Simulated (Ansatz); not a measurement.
Steps of a relaxation of `C[C@@H]1N[Si@@H]1F` with RKS PBE0-D4/def2-TZVP.

```sh
$ ansatz run in.yaml --threads 4 --pin off --events-out ev --progress --plain --max-ram 10444MiB
```

```yaml
crystal:
  periodic: [false, false, false]
  atoms:
    - {symbol: C, position_ang: [-1.149191, 0.481547, 0.878345]}
    - {symbol: C, position_ang: [0.046239, -0.331920, 0.420882]}
    - {symbol: N, position_ang: [1.235264, 0.443087, -0.084239]}
    - {symbol: Si, position_ang: [0.635791, -0.560493, -1.326317]}
    - {symbol: F, position_ang: [-0.024561, 0.178794, -2.628012]}
    - {symbol: H, position_ang: [-0.935437, 0.997898, 1.840359]}
    - {symbol: H, position_ang: [-1.417246, 1.257789, 0.134385]}
    - {symbol: H, position_ang: [-2.033141, -0.170433, 1.036299]}
    - {symbol: H, position_ang: [0.283635, -1.166320, 1.119791]}
    - {symbol: H, position_ang: [2.082167, 0.581825, 0.471040]}
    - {symbol: H, position_ang: [1.341780, -1.768774, -1.841834]}
basis:
  gaussian: {orbitals: def2-TZVP}
hamiltonian: {xc: pbe0, dispersion: d4}
relax: {f_tol: 0.005, max_steps: 150}
```

Positions (Å) and forces (eV/Å) along the path, 10 of 10 steps:

```xyz
11
step=1 energy=-14250.0188 eV
C    -1.149    0.482    0.878   -0.147    0.202    0.077
C     0.046   -0.332    0.421    0.031   -0.324   -0.086
N     1.235    0.443   -0.084    0.107   -0.351   -0.197
Si    0.636   -0.560   -1.326   -0.263    0.919   -0.045
F    -0.025    0.179   -2.628    0.553   -0.650    1.129
H    -0.935    0.998    1.840   -0.083   -0.260   -0.466
H    -1.417    1.258    0.134    0.136   -0.382    0.352
H    -2.033   -0.170    1.036    0.445    0.289   -0.102
H     0.284   -1.166    1.120   -0.074    0.470   -0.391
H     2.082    0.582    0.471   -0.567   -0.192   -0.375
H     1.342   -1.769   -1.842   -0.138    0.279    0.105
11
step=2 energy=-14250.0878 eV
C    -1.143    0.482    0.873   -0.050    0.035    0.030
C     0.041   -0.335    0.416    0.007   -0.137   -0.116
N     1.225    0.443   -0.086   -0.007   -0.173   -0.255
Si    0.631   -0.557   -1.315   -0.222    0.665   -0.115
F    -0.031    0.166   -2.601    0.337   -0.408    0.708
H    -0.929    0.984    1.828   -0.024   -0.078   -0.143
H    -1.402    1.254    0.139    0.044   -0.114    0.097
H    -2.019   -0.163    1.021    0.113    0.092   -0.024
H     0.285   -1.153    1.109   -0.023    0.149   -0.121
H     2.063    0.569    0.464   -0.147   -0.091   -0.100
H     1.342   -1.747   -1.828   -0.029    0.060    0.038
11
step=3 energy=-14250.1103 eV
C    -1.142    0.479    0.866    0.021    0.028    0.018
C     0.040   -0.333    0.411   -0.063   -0.114   -0.025
N     1.226    0.444   -0.091    0.049    0.107   -0.007
Si    0.629   -0.545   -1.304    0.004   -0.005    0.020
F    -0.039    0.158   -2.563   -0.036    0.016   -0.048
H    -0.928    0.978    1.816   -0.010    0.014    0.016
H    -1.396    1.247    0.134   -0.011    0.016   -0.007
H    -2.016   -0.161    1.011    0.004   -0.007   -0.007
H     0.290   -1.145    1.099    0.011   -0.003    0.018
H     2.063    0.550    0.455    0.012   -0.028    0.016
H     1.338   -1.731   -1.814    0.020   -0.024    0.006
11
step=4 energy=-14250.1110 eV
C    -1.140    0.480    0.867   -0.004   -0.005    0.000
C     0.038   -0.336    0.408   -0.041   -0.032    0.021
N     1.223    0.446   -0.091    0.045    0.077   -0.023
Si    0.630   -0.544   -1.306   -0.001    0.000    0.005
F    -0.042    0.155   -2.566   -0.010   -0.001   -0.014
H    -0.927    0.977    1.819    0.004   -0.001    0.002
H    -1.395    1.251    0.138    0.001    0.002   -0.004
H    -2.015   -0.159    1.009   -0.012   -0.002    0.002
H     0.291   -1.146    1.098   -0.001   -0.003    0.003
H     2.060    0.550    0.457    0.011   -0.031    0.003
H     1.343   -1.731   -1.812    0.008   -0.004    0.005
11
step=5 energy=-14250.1114 eV
C    -1.141    0.480    0.867    0.005   -0.005   -0.009
C     0.037   -0.337    0.407    0.008    0.016    0.008
N     1.225    0.450   -0.093   -0.032    0.038    0.004
Si    0.630   -0.542   -1.306    0.002   -0.010   -0.006
F    -0.046    0.153   -2.567    0.006   -0.008    0.008
H    -0.928    0.975    1.821    0.004   -0.003    0.000
H    -1.394    1.253    0.139    0.003   -0.001   -0.001
H    -2.017   -0.158    1.007   -0.006   -0.002    0.002
H     0.291   -1.146    1.098    0.003    0.001   -0.005
H     2.063    0.546    0.456    0.010   -0.031   -0.003
H     1.346   -1.730   -1.809   -0.002    0.005    0.000
11
step=6 energy=-14250.1121 eV
C    -1.144    0.480    0.869    0.003   -0.004   -0.013
C     0.036   -0.332    0.406    0.011   -0.001    0.001
N     1.223    0.459   -0.094   -0.028    0.048   -0.003
Si    0.632   -0.540   -1.305   -0.060   -0.017   -0.040
F    -0.046    0.150   -2.568    0.019   -0.016    0.019
H    -0.932    0.973    1.823    0.003   -0.005   -0.002
H    -1.398    1.255    0.143    0.000   -0.005    0.001
H    -2.020   -0.160    1.007    0.010    0.007   -0.002
H     0.294   -1.140    1.096    0.000   -0.005    0.003
H     2.067    0.525    0.447    0.041   -0.008    0.039
H     1.352   -1.727   -1.802    0.001    0.006   -0.001
11
step=7 energy=-14250.1125 eV
C    -1.145    0.481    0.868   -0.003   -0.012    0.003
C     0.036   -0.330    0.406    0.010    0.008   -0.003
N     1.220    0.468   -0.094    0.021    0.014    0.023
Si    0.629   -0.538   -1.304   -0.015   -0.015   -0.030
F    -0.047    0.148   -2.569    0.004   -0.003    0.009
H    -0.932    0.972    1.823   -0.004    0.003   -0.004
H    -1.400    1.255    0.142    0.003   -0.003    0.003
H    -2.019   -0.161    1.006    0.003    0.006    0.001
H     0.298   -1.137    1.096   -0.006    0.001    0.001
H     2.070    0.508    0.444   -0.014    0.000   -0.004
H     1.355   -1.723   -1.797   -0.001    0.002    0.000
11
step=8 energy=-14250.1125 eV
C    -1.144    0.480    0.868   -0.004    0.010   -0.007
C     0.037   -0.330    0.406   -0.001   -0.004    0.009
N     1.221    0.468   -0.094    0.005    0.000    0.004
Si    0.629   -0.538   -1.305    0.000   -0.003    0.002
F    -0.048    0.149   -2.569   -0.001    0.002    0.000
H    -0.933    0.974    1.822    0.005   -0.003    0.001
H    -1.399    1.253    0.141   -0.005    0.001   -0.001
H    -2.019   -0.161    1.007    0.003   -0.002   -0.002
H     0.298   -1.137    1.097    0.004   -0.002   -0.002
H     2.071    0.507    0.445   -0.007    0.000   -0.004
H     1.355   -1.723   -1.798    0.000    0.001    0.000
11
step=9 energy=-14250.1125 eV rejected
C    -1.144    0.480    0.867    0.001   -0.009    0.011
C     0.037   -0.331    0.407    0.002    0.008   -0.013
N     1.220    0.468   -0.093    0.002   -0.002    0.001
Si    0.628   -0.538   -1.304    0.003    0.002   -0.002
F    -0.049    0.149   -2.568   -0.001   -0.001    0.002
H    -0.932    0.974    1.821   -0.005    0.003    0.002
H    -1.400    1.254    0.141    0.007   -0.006   -0.002
H    -2.018   -0.161    1.006   -0.007    0.000    0.004
H     0.299   -1.137    1.097   -0.009    0.006    0.001
H     2.070    0.508    0.446    0.003    0.000   -0.002
H     1.355   -1.722   -1.798    0.001   -0.002   -0.001
11
step=10 energy=-14250.1125 eV
C    -1.145    0.480    0.868    0.001    0.001   -0.001
C     0.036   -0.330    0.406    0.001   -0.002   -0.001
N     1.221    0.468   -0.093   -0.001    0.000    0.000
Si    0.629   -0.538   -1.304    0.001    0.000    0.000
F    -0.048    0.149   -2.568    0.000    0.000    0.000
H    -0.933    0.974    1.822   -0.001    0.001   -0.001
H    -1.400    1.253    0.141   -0.001    0.000    0.001
H    -2.019   -0.161    1.006    0.000    0.000    0.000
H     0.298   -1.137    1.097    0.000    0.000    0.000
H     2.070    0.507    0.445    0.000    0.000    0.001
H     1.355   -1.723   -1.798    0.000    0.000    0.000
```

Hardware: 4 threads of an Arm Neoverse V1 on a shared host. Wall time 34 s, peak host memory 0.47 GiB.
